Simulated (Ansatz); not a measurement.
One change: `[NH2][GeH2][NH2]` becomes `N[SiH2][NH][GeH2][NH2]`.

Ansatz, PBE0-D4/def2-TZVP geometries, multiplicity 1. Each molecule was computed in one conformer, which needn't be the lowest.

Scalar relativity is left out up to krypton.

```json
{"property": "LUMO energy (PBE/def2-TZVPP) / eV", "`[NH2][GeH2][NH2]`": "-0.01"}
{"property": "size of the dipole moment (ωB97M-V/def2-TZVPP) / D", "`[NH2][GeH2][NH2]`": "0.60"}
{"property": "HOMO–LUMO gap (PBE0/def2-TZVPP) / eV", "`[NH2][GeH2][NH2]`": "8.04"}
{"property": "HOMO energy (ωB97M-V/def2-TZVPP) / eV", "`[NH2][GeH2][NH2]`": "-9.62"}
{"property": "HOMO–LUMO gap (PBE/def2-TZVPP) / eV", "`[NH2][GeH2][NH2]`": "5.78"}
{"property": "HOMO energy (PBE/def2-TZVPP) / eV", "`[NH2][GeH2][NH2]`": "-5.79"}
```

Question: Give the same properties after the change, and the shifts. (Best estimate.)

Answer: The calculation gave: 
```
                                          property  `N[SiH2][NH][GeH2][NH2]`  shift
                 LUMO energy (PBE/def2-TZVPP) / eV                     -0.12  -0.11
size of the dipole moment (ωB97M-V/def2-TZVPP) / D                      1.45   0.85
              HOMO–LUMO gap (PBE0/def2-TZVPP) / eV                      7.66  -0.38
             HOMO energy (ωB97M-V/def2-TZVPP) / eV                     -9.30   0.32
               HOMO–LUMO gap (PBE/def2-TZVPP) / eV                      5.46  -0.32
                 HOMO energy (PBE/def2-TZVPP) / eV                     -5.58   0.21
```

With PBE0 the HOMO rises by 0.27 eV and the LUMO falls by 0.11 eV, so the gap narrows by about 0.38 eV. PBE moves the HOMO by 0.21 eV and ωB97M-V by 0.32 eV. Dipoles are sizes alone; their direction can turn.
